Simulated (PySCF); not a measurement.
CH4ClInO, SMILES [OH][In]([CH3])[Cl].

Geometry optimised at B3LYP-D3(BJ)/def2-SVP. The structure was generated by enumeration; whether it is a known compound was not checked. The def2 effective core potentials stand for the cores of In; spin–orbit coupling is left out. The values are those of a single conformer.

Calculation: B3LYP-D3(BJ)/def2-SVP (PySCF).

Frequencies are harmonic and unscaled.

```tsv
mode	ν (cm⁻¹)	IR (km/mol)	moving atoms (share of kinetic energy)
1	19	0.0	H 98 %
2	94	2.6	C 43 %, H 21 %, Cl 18 %, In 14 %
3	116	7.2	In 31 %, O 25 %, C 21 %, H 14 %, Cl 9 %
4	122	19.4	O 58 %, Cl 18 %, In 12 %, H 10 %
5	331	110.0	H 92 %, O 8 %
6	346	40.1	Cl 78 %, In 19 %
7	500	10.7	C 69 %, H 16 %, In 10 %
8	604	73.0	O 82 %, In 14 %
9	732	22.1	H 85 %, C 14 %
10	745	14.9	H 86 %, C 13 %
11	810	113.7	H 91 %
12	1183	3.2	H 83 %, C 17 %
13	1430	1.6	H 95 %
14	1432	2.8	H 95 %
15	3056	3.0	H 98 %
16	3169	0.3	H 90 %, C 10 %
17	3178	0.4	H 90 %, C 10 %
18	3819	52.6	H 94 %
```
